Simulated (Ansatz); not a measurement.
Total energies of `[O]=[Mo]([OH])([Cl])([Cl])[Cl]`.

```xyz
7

O     0.1235    0.8320   -1.7286
Mo    0.1252    0.2992   -0.1769
O    -0.4109   -1.4611   -0.3938
Cl    2.2266   -0.4293    0.3237
Cl    0.6488    2.2195    0.9447
Cl   -1.9694    0.6020    0.7497
H    -0.7439   -2.0622    0.2813
```

Total charge 0; spin multiplicity 1. Correlated methods include outer-core shells of Mo, which these sets cover unevenly. Mo takes the def2 core potential. The structure was optimised at the PBE0-D4/def2-TZVP level. It is one conformer, not always the lowest. Basis def2-TZVPP, Ansatz.

RPA on PBE orbitals: Hartree–Fock energy of these orbitals -1596.44298 Eh, correlation -2.45348 Eh (frozen core).

```json
{"functional": "LDA (SPW92)", "energy without D4 (Eh)": "-1594.58648", "D4 term (kJ/mol)": "–"}
{"functional": "PBE", "energy without D4 (Eh)": "-1599.52567", "D4 term (kJ/mol)": "-29.2"}
{"functional": "revPBE", "energy without D4 (Eh)": "-1599.96070", "D4 term (kJ/mol)": "-72.5"}
{"functional": "BLYP", "energy without D4 (Eh)": "-1600.16122", "D4 term (kJ/mol)": "-62.3"}
{"functional": "B97M-V", "energy without D4 (Eh)": "-1599.79776", "D4 term (kJ/mol)": "–"}
{"functional": "B3LYP", "energy without D4 (Eh)": "-1600.24209", "D4 term (kJ/mol)": "-47.9"}
{"functional": "r2SCANh", "energy without D4 (Eh)": "-1600.03156", "D4 term (kJ/mol)": "-7.4"}
{"functional": "r2SCAN0", "energy without D4 (Eh)": "-1599.95720", "D4 term (kJ/mol)": "-8.3"}
{"functional": "HSE06 (plane-wave form)", "energy without D4 (Eh)": "-1599.52116", "D4 term (kJ/mol)": "-23.7"}
{"functional": "BHLYP", "energy without D4 (Eh)": "-1599.94124", "D4 term (kJ/mol)": "-41.8"}
{"functional": "CAM-B3LYP", "energy without D4 (Eh)": "-1600.11236", "D4 term (kJ/mol)": "-26.1"}
{"functional": "LC-ωPBE", "energy without D4 (Eh)": "-1599.69871", "D4 term (kJ/mol)": "–"}
{"functional": "ωB97M-V", "energy without D4 (Eh)": "-1599.96447", "D4 term (kJ/mol)": "–"}
{"functional": "PBE-QIDH", "energy without D4 (Eh)": "-1599.22133", "D4 term (kJ/mol)": "–"}
```

(1) Give the same for r2SCAN, PBE0, ωB97X-V, B2PLYP. (An estimate is asked.)

B3LYP takes the VWN-RPA correlation (the form of Gaussian; ORCA's B3LYP/G). HSE06 is the plane-wave form, built on full-range PBE exchange. The double hybrids freeze the cores in their second-order part.

Answers

(1) Ansatz gave: 
| functional | energy without D4 (Eh) | D4 term (kJ/mol) |
| --- | --- | --- |
| r2SCAN | -1600.08285 | -6.7 |
| PBE0 | -1599.55036 | -25.0 |
| ωB97X-V | -1599.86197 | – |
| B2PLYP | -1599.62606 | – |

LC-ωPBE has ω = 0.4 bohr⁻¹.
